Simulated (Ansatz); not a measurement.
Geometry optimisation, Ansatz 0.2.0, RKS PBE/def2-SVP.

Input file:

```yaml
crystal:
  periodic: [false, false, false]
  atoms:
    - { symbol: Ga, position_ang: [-0.216552, -0.207335, -0.080966] }
    - { symbol: H, position_ang: [-0.268053, -0.525416, 1.457712] }
    - { symbol: "N", position_ang: [1.439911, 0.371377, -0.698525] }
    - { symbol: H, position_ang: [2.274528, -0.078171, -0.307776] }
    - { symbol: H, position_ang: [1.58669, 0.518371, -1.702146] }
    - { symbol: "N", position_ang: [-1.65834, -0.260673, -1.198726] }
    - { symbol: H, position_ang: [-2.604051, -0.254339, -0.811945] }
    - { symbol: H, position_ang: [-1.639829, 0.172186, -2.124412] }
    - { symbol: O, position_ang: [0.41191, 2.118115, 1.672273] }
    - { symbol: H, position_ang: [1.043098, 1.948367, 0.938103] }
    - { symbol: H, position_ang: [0.263988, 1.188117, 1.987708] }
basis:
  gaussian: { orbitals: def2-SVP }
hamiltonian:
  xc: pbe
relax:
  f_tol: 0.03
  max_steps: 50
```

Run as:

```bash
$ ansatz run input.yaml --threads 4 --pin off --max-ram 5120MiB --backend cpu --events-out ev --progress --plain --runs-dir out
```

Question: Where does it end, and by what steps?

Answer: The run converged. After 10 steps the energy has fallen by 0.444 eV; O9 moved furthest, 0.76 Å. Joined: Ga1–O9 (2.98 → 2.23 Å).

```tsv
step	energy less start (eV)	largest force component (eV/Å)	accepted
0	0.0000	0.717	yes
1	-0.0022	2.614	yes
2	-0.0943	2.177	yes
3	-0.2637	1.430	yes
4	-0.3542	0.392	yes
5	-0.4038	0.362	yes
6	-0.4181	0.273	yes
7	-0.4342	0.608	yes
8	-0.4247	0.753	no
9	-0.4425	0.073	yes
10	-0.4442	0.027	yes
```

```xyz
11
Properties=species:S:1:pos:R:3
Ga -0.198 -0.191 0.131
H -0.225 -1.165 1.366
N 1.509 0.422 -0.523
H 2.315 -0.162 -0.269
H 1.571 0.589 -1.535
N -1.567 -0.133 -1.112
H -2.522 -0.216 -0.752
H -1.548 0.622 -1.805
O 0.060 1.818 1.074
H 0.928 1.662 0.542
H 0.310 1.744 2.014
```

Whether the end is a true minimum wasn't checked by a vibrational analysis.

Time of the run: 14 s on 4 threads of Arm Neoverse V1, with other jobs on the host, peak memory 0.16 GiB.
